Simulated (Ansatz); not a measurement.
Cost and result for the atomization energy of C6H15FSi, SMILES `CC[Si](F)(CC)CC` (23 atoms, 22 bonds).

```xyz
23

C     2.626   -0.660    1.110
C     1.153   -1.063    1.118
Si   -0.021    0.287    0.578
F     0.119    1.501    1.636
C    -1.794   -0.303    0.637
C    -2.824    0.747    0.228
C     0.432    0.983   -1.097
C     0.358   -0.041   -2.228
H     2.803    0.206    1.752
H     2.963   -0.395    0.105
H     3.268   -1.470    1.465
H     0.851   -1.382    2.122
H     0.992   -1.934    0.472
H    -1.993   -0.652    1.657
H    -1.880   -1.192    0.000
H    -3.845    0.366    0.312
H    -2.753    1.638    0.856
H    -2.681    1.067   -0.808
H    -0.230    1.830   -1.306
H     1.440    1.406   -1.030
H    -0.649   -0.455   -2.332
H     0.629    0.399   -3.191
H     1.036   -0.882   -2.054
```

The species carries charge 0 and has multiplicity 1. The geometry is a stationary point of PBE0-D4/def2-TZVP. It is one conformer, not always the lowest. Program: Ansatz. All runs use 5 threads of an AMD EPYC 7R13 on a shared host and a share of an NVIDIA H100 80 GB. Times are those of one run each, without the atoms' runs, and a repeat can differ threefold. Electronic energies, without spin–orbit coupling; frozen cores. CCSD(T)/CBS adds CCSD(T) − MP2 in def2-TZVPP to the MP2 limit, and its time is that of the two runs behind it. T1 = 0.010. B3LYP takes the VWN-RPA correlation (the form of Gaussian; ORCA's B3LYP/G).

CCSD(T)/CBS is a level of theory with its own doubt, some kJ/mol a heavy atom from the limit and from the frozen cores, so smaller differences don't rank the functionals.

```csv
level,functions,wall time
CCSD(T)/def2-SVP,191,7 s
PBE-QIDH/def2-TZVPP,469,8.1 s
BHLYP-D4/def2-TZVPP,469,11 s
PBE-D4/def2-TZVPP (with forces),469,14 s
revPBE-D4/def2-TZVPP,469,15 s
PBE0-D4/def2-TZVPP,469,15 s
B3LYP-D4/def2-TZVPP (with forces),469,15 s
B97M-V/def2-TZVPP,469,16 s
MP2/def2-QZVPP,919,16 s
r2SCANh-D4/def2-TZVPP,469,17 s
ωB97M-V/def2-TZVPP (with forces),469,21 s
CCSD(T)/def2-TZVPP,469,61 s
CCSD(T)/CBS(def2),–,77 s
```

Problem. What atomization energy does each give, and how far from CCSD(T)/CBS? (Best estimate.)

Solution. Computed: 
| level | atomization (kcal/mol) | difference from CCSD(T)/CBS | per bond |
| --- | --- | --- | --- |
| CCSD(T)/def2-SVP | 2081.5 | -95.4 | -4.3 |
| PBE-QIDH/def2-TZVPP | 2171.5 | -5.4 | -0.2 |
| BHLYP-D4/def2-TZVPP | 2133.7 | -43.2 | -2.0 |
| PBE-D4/def2-TZVPP (with forces) | 2205.0 | 28.1 | 1.3 |
| revPBE-D4/def2-TZVPP | 2161.7 | -15.2 | -0.7 |
| PBE0-D4/def2-TZVPP | 2184.3 | 7.4 | 0.3 |
| B3LYP-D4/def2-TZVPP (with forces) | 2176.0 | -0.9 | 0.0 |
| B97M-V/def2-TZVPP | 2179.6 | 2.7 | 0.1 |
| MP2/def2-QZVPP | 2178.9 | 2.0 | 0.1 |
| r2SCANh-D4/def2-TZVPP | 2173.1 | -3.8 | -0.2 |
| ωB97M-V/def2-TZVPP (with forces) | 2181.8 | 4.9 | 0.2 |
| CCSD(T)/def2-TZVPP | 2130.5 | -46.4 | -2.1 |
| CCSD(T)/CBS(def2) | 2176.9 | 0.0 | 0.0 |

From r2SCAN to r2SCAN0 (25 % exact exchange), in def2-TZVPP and without D4, the atomization energy moves by −18.3 kcal/mol: exact exchange takes away binding that semilocal exchange gives to molecules. At CCSD(T), def2-SVP lies −95.4 kcal/mol from the extrapolated value and def2-TZVPP −46.3 kcal/mol: correlation converges slowly with the basis, and small sets miss more of it in the bonded molecule than in its fragments. In def2-TZVPP, CCSD(T) changes the Hartree–Fock value by +470.6 kcal/mol (the triples alone add +24.0 kcal/mol) and MP2 by +491.6 kcal/mol; breaking electron pairs costs correlation energy, which Hartree–Fock lacks.
